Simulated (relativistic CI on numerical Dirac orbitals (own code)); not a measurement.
## Fe³⁺ in a cubic cluster: L2,3 absorption with charge transfer

Computed with a charge-transfer multiplet model of a cubic metal-ligand cluster with up to 2 ligand holes, Slater and spin-orbit integrals from Dirac-Coulomb-Breit ions, Slater integrals scaled by 0.9. The ground state mixes d5 with configurations of k ligand holes L, whose averages lie at kΔ + k(k − 1)U_dd/2; a core hole lowers each added d electron by U_cd. 20 K, Lorentzian 0.4 eV and Gaussian 0.3 eV FWHM.

Atomic integrals in eV (Slater integrals scaled, ζ unscaled), ground: F2dd 10.785, F4dd 6.742, zeta_d 0.056; with the core hole: F2dd 11.484, F4dd 7.183, zeta_d 0.075, zeta_core 8.130, F2cd 6.732, G1cd 5.078, G3cd 2.886.

Cluster parameters (eV): Δ = 4.3, U_dd = 6.4, U_cd = 7.3, 10Dq = 1.8, 10Dq(ligand) = 0.1, final-state hopping factor = 1.

Weights, n_d and S are thermal averages at 20 K. Photon energies count from the first peak over 30 % of the highest in each spectrum, which can be another peak from case to case. The parameters are a model scan and need not match a compound or its usual spin state. Peaks in eV (height, largest 100): 0.0 (38), 2.3 (47), 4.2 (100), 6.6 (13), 16.2 (41), 18.2 (10).

Problem. Which parameters give this spectrum?
A. V(eg) = 3.4 eV, V(t2g) = -1.43 eV
B. V(eg) = 4.3 eV, V(t2g) = -1.81 eV
C. V(eg) = 4 eV, V(t2g) = -1.68 eV

Solution. C. V(eg) = 4 eV, V(t2g) = -1.68 eV; the ground state then has 5.59 d electrons and S = 0.52. The choice follows from running the model for each set and comparing peak positions and heights.
